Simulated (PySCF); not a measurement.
# Does the structure fit the spectrum?

A compound C$_{3}$H$_{5}$F$_{3}$OSi gives the data below (simulated from a calculation) and was assigned the structure `O[SiH2]CC(F)=C(F)F`.

13C{1H} NMR (computed): δ 175.7 (C), 133.9 (C), 53.8 (CH3).

1H NMR (300 MHz, computed): δ 5.22 (m, 2H), 3.92 (s, 3H).

[PySCF: GFN2-xTB geometry; shielding tensors at PBE0/pcSseg-1 (GIAO); non-relativistic Hamiltonian; no solvent; one conformer; one averaged value for each set of equivalent atoms]

Scale: 1H and 13C vs TMS (reference shieldings calculated alike).

Question: Compare with the shifts computed for the proposed structure, pairing carbons in order of shift.

Answer: Numbering as in the mapped SMILES `[OH:1][SiH2:2][CH2:3][C:4]([F:5])=[C:6]([F:7])[F:8]` (H(Xn): hydrogen on atom n).

```json
{"atom": "C6", "computed for proposal": "166.8", "given list": "175.7", "difference": "-8.9"}
{"atom": "C4", "computed for proposal": "139.9", "given list": "133.9", "difference": "+6.0"}
{"atom": "C3", "computed for proposal": "19.7", "given list": "53.8", "difference": "-34.1"}
```

The rms difference is 20.7 ppm and the largest -34.1 ppm at C3 (allylic sp3 CH2 bonded to Si). The carbon types in order of shift don't match either: C, C, CH2 for the proposal against C, C, CH3 in the data. The proposal doesn't fit.

Question: Which isomer fits?

Answer: SMILES C([SiH2]OC)(F)=C(F)F.

Carbon types of the structure: 2 × C, 1 × CH3, leaving 2 H on heteroatoms. δC 175.7, 133.9: fully substituted alkene carbon. δC 53.8: methyl carbon bonded to O; pulled downfield by the heteroatom. δH 5.22: hydrogen on a silicon bonded to C, O. δH 3.92: hydrogen on a methyl carbon bonded to O; its carbon carries O, an electronegative neighbour.

The data come from this structure; uniqueness wasn't tested.

Splittings by 19F in the carbon and heteronuclear signals aren't shown, as no couplings were computed. Shifts are as computed. Against solution values, carbons near 30 ppm lie about +3 ppm off and those near 130 ppm about +5 ppm. Of 1309 compounds with measured shifts, 239 miss one by over three times the rms of a fit or turn the order of signals round; such compounds aren't used in these exercises. Multiplicities follow the n + 1 count of equivalent neighbours, as no J values were calculated; m marks all less simple cases, F and P coupling included.
